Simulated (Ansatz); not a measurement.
Ca12O12 (started as a model of: 2x3x4 CaO rock-salt block), relaxed as a singlet with RKS PBE-D4/def2-SVP in Ansatz, starting from the GFN2-xTB geometry. Force threshold 0.03 eV/Å.

Single mean-field runs in def2-SVP are fitted with def2-universal-jkfit.

Start:

```xyz
24

Ca   -3.310    1.996   -1.346
Ca    0.850    2.679   -0.196
Ca   -0.708    0.255   -1.442
Ca    3.414    0.742   -0.232
Ca   -2.497   -2.102   -2.469
Ca    1.724   -1.731   -1.403
Ca   -1.724    1.733    1.402
Ca    2.496    2.102    2.469
Ca   -3.412   -0.742    0.233
Ca    0.707   -0.255    1.442
Ca   -0.849   -2.680    0.194
Ca    3.308   -1.997    1.347
O    -1.247    2.357   -0.769
O     2.935    2.753    0.503
O    -2.890   -0.032   -1.973
O     1.327    0.462   -0.729
O    -0.395   -1.939   -1.947
O     3.756   -1.394   -0.630
O    -3.756    1.392    0.633
O     0.395    1.940    1.945
O    -1.326   -0.462    0.728
O     2.890    0.032    1.974
O    -2.935   -2.753   -0.503
O     1.246   -2.357    0.769
```

Q: Estimate the energy that the relaxation releases and the steps that it takes.

A: 0.57 eV, in 4 steps; 10 s on 4 threads of AMD EPYC 7R13 on a shared host and a share (37 GiB) of an NVIDIA H100 80GB HBM3. No frequencies were taken in this run, so the end may be a saddle point.

Q: Does the start keep its bonding and symmetry?

A: By distances, no bond broke or formed. The bond that changes most is Ca9–O21, from 2.16 to 2.30 Å (atoms count from 1). Point group C2h at the start, C2h at the end, both within 0.05 Å.

Q: Predict the relaxed structure.

A: 
```csv
atom,x (Å),y (Å),z (Å)
Ca1,-3.3951,2.0448,-1.3558
Ca2,0.9225,2.6852,-0.1739
Ca3,-0.7912,0.2378,-1.4409
Ca4,3.5804,0.7581,-0.1778
Ca5,-2.5603,-2.1666,-2.5089
Ca6,1.7959,-1.7210,-1.3802
Ca7,-1.7959,1.7211,1.3802
Ca8,2.5602,2.1667,2.5089
Ca9,-3.5803,-0.7582,0.1780
Ca10,0.7912,-0.2377,1.4408
Ca11,-0.9225,-2.6852,0.1738
Ca12,3.3950,-2.0448,1.3558
O13,-1.2873,2.3816,-0.7534
O14,3.0166,2.7942,0.5442
O15,-3.0242,-0.0546,-1.9891
O16,1.3772,0.4888,-0.7882
O17,-0.4226,-1.9808,-1.9478
O18,3.8511,-1.4158,-0.6085
O19,-3.8510,1.4157,0.6086
O20,0.4226,1.9808,1.9477
O21,-1.3772,-0.4887,0.7882
O22,3.0242,0.0546,1.9892
O23,-3.0165,-2.7942,-0.5442
O24,1.2873,-2.3816,0.7533
```
Bond lengths (bridged metal pairs left out): 46 × Ca–O 2.11 to 2.42 Å.
